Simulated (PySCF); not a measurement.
**BiAs⁺: one state, many levels of theory**

State: ²Π (doublet), unpaired electrons π ↑. Set-up: PySCF, scalar-relativistic core potentials, basis sets Bi cc-pVDZ-PP with ECP60, As cc-pVDZ-PP with ECP10. De refers to Bi⁺ + As in their high-spin ground configurations, without counterpoise correction. The functionals are run spin-unrestricted. A positive dipole points towards As; it is taken about the centre of mass and depends on that origin. Levels whose curve was spin-contaminated or gave no clean fit are not listed.

```
       Level  Re (Å)  ωe (cm⁻¹)  De (eV)  μ (D)
   ROHF-CCSD   2.511        262      n/a    n/a
ROHF-CCSD(T)   2.533        247      n/a    n/a
         PBE   2.514        264      n/a   0.51
        PW91   2.513        264      n/a   0.54
        BLYP   2.544        252      n/a   0.65
         M06   2.498        275      n/a   0.25
```

Q: What does the triples do here, going from ROHF-CCSD to ROHF-CCSD(T)?

A: ROHF-CCSD(T) less ROHF-CCSD: +2.2 pm in Re, -5.7 % in ωe. Correlation nearly always deepens the well. The bond lengthens, as in strong covalent bonds, where excitations into antibonding orbitals dominate.

Correlated steps freeze 8 core orbitals. These are scalar-relativistic numbers at best; spin–orbit coupling would shift them, the dissociation energy most. The state is the lowest determinant that a PBE0 search found; another state may lie lower at other levels.
